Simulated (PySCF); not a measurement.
BeSi⁺: input and log

State: ²Π (doublet), unpaired electrons π ↑.

An equivalent input (the run itself took its basis sets from the Basis Set Exchange, started from a PBE0 density and held the occupation σ 6α 6β, πx 2α 1β, πy 1α 1β):

```python
from pyscf import gto, dft
mol = gto.M(atom='Be 0 0 0; Si 0 0 2.306', basis={'Be': 'pcseg-1', 'Si': 'pcseg-1'},
            charge=1, spin=1, verbose=4, symmetry='C2v')
mf = dft.UKS(mol, xc='R2SCAN')
mf.grids.atom_grid = (80, 434)
mf.grids.prune = dft.gen_grid.treutler_prune
mf.irrep_nelec = {'A1': (6, 6), 'B1': (2, 1), 'B2': (1, 1)}
mf.conv_tol = 1e-9
mf.max_cycle = 60
mf.diis_space = 10
mf.kernel()
```

The log (some set-up lines and the per-cycle HOMO/LUMO lines removed):

```
******** <class 'pyscf.dft.uks_symm.SymAdaptedUKS'> ********
method = SymAdaptedUKS
damping factor = 0
level_shift factor = 0
DIIS = <class 'pyscf.scf.diis.CDIIS'>
diis_start_cycle = 1
diis_space = 10
diis_damp = 0
SCF conv_tol = 1e-09
SCF conv_tol_grad = None
SCF max_cycles = 60
number electrons alpha = 9  beta = 8
Set gradient conv threshold to 3.16228e-05
init E= -303.73737124464
cycle= 1 E= -303.737693392008  delta_E= -0.000322  |g|= 0.00328  |ddm|= 0.0615
cycle= 2 E= -303.737641936568  delta_E= 5.15e-05  |g|= 0.00665  |ddm|= 0.0271
cycle= 3 E= -303.737716684977  delta_E= -7.47e-05  |g|= 0.000592  |ddm|= 0.0182
cycle= 4 E= -303.737718898688  delta_E= -2.21e-06  |g|= 0.000386  |ddm|= 0.00405
cycle= 5 E= -303.737720431607  delta_E= -1.53e-06  |g|= 0.000332  |ddm|= 0.00292
cycle= 6 E= -303.73772260899  delta_E= -2.18e-06  |g|= 0.00032  |ddm|= 0.00448
cycle= 7 E= -303.737731033028  delta_E= -8.42e-06  |g|= 0.000253  |ddm|= 0.0227
cycle= 8 E= -303.73773482619  delta_E= -3.79e-06  |g|= 8.99e-05  |ddm|= 0.0265
cycle= 9 E= -303.737734792855  delta_E= 3.33e-08  |g|= 0.000127  |ddm|= 0.00173
cycle= 10 E= -303.737734847553  delta_E= -5.47e-08  |g|= 2.15e-06  |ddm|= 0.00199
cycle= 11 E= -303.737734847568  delta_E= -1.46e-11  |g|= 1.09e-06  |ddm|= 5.44e-05
Extra cycle  E= -303.737734847559  delta_E= 8.58e-12  |g|= 2.61e-06  |ddm|= 9.9e-06
converged SCF energy = -303.737734847559  <S^2> = 0.7734166  2S+1 = 2.0232811
```

Repeating this along the bond gives Re = 2.300 Å and ωe = 451 cm⁻¹.

A point of this curve took 0.5 CPU seconds beside 0.023 for the integrals, on Arm Neoverse V1 (shared host).

The state is the lowest determinant that a PBE0 search found; another state may lie lower at other levels.
